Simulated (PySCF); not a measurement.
Molecule: SMILES CC(=O)c1ccco1, C₆H₆O₂.

Geometry:
| atom | x (Å) | y (Å) | z (Å) |
| --- | --- | --- | --- |
| C1 | -2.333 | 0.046 | 0.151 |
| C2 | -1.274 | -0.300 | 1.164 |
| O3 | -1.533 | -0.654 | 2.294 |
| C4 | 0.127 | -0.191 | 0.730 |
| C5 | 1.299 | -0.427 | 1.403 |
| C6 | 2.346 | -0.151 | 0.483 |
| C7 | 1.731 | 0.231 | -0.678 |
| O8 | 0.399 | 0.209 | -0.538 |
| H9 | -2.219 | 1.089 | -0.183 |
| H10 | -3.320 | -0.097 | 0.605 |
| H11 | -2.232 | -0.586 | -0.745 |
| H12 | 1.370 | -0.758 | 2.436 |
| H13 | 3.418 | -0.225 | 0.652 |
| H14 | 2.109 | 0.535 | -1.651 |

Geometry PBE0-D3(BJ)/def2-SVP throughout; GIAO in PySCF 2.14.0 with density-fitted response routines, gas phase, one conformer, non-relativistic; equivalent atoms averaged; basis pcSseg-1.

For orientation, mPW1PW91 gives these shifts δ (against TMS, H2O at the same level): C7 148.6, C5 121.6, C6 118.1, C1 28.4, O3 625.1, O8 303.2, H12 7.45, H14 7.35, H13 6.65 ppm.

A run gave: C7 154.0, C5 126.4, C6 121.5, C1 29.3, O3 637.0, O8 297.2, H12 7.53, H14 7.40, H13 6.72 ppm (shifts δ (against TMS, H2O at the same level)).

Question: Which functional was used in that run?
A. B3LYP
B. KT2
C. KT3
D. PBE0
E. LC-wPBE

Answer: E. C7 tells them apart best: LC-wPBE gives 154.0, KT2 gives 138.6, KT3 gives 136.0, B3LYP gives 149.0, PBE0 gives 148.4 ppm.
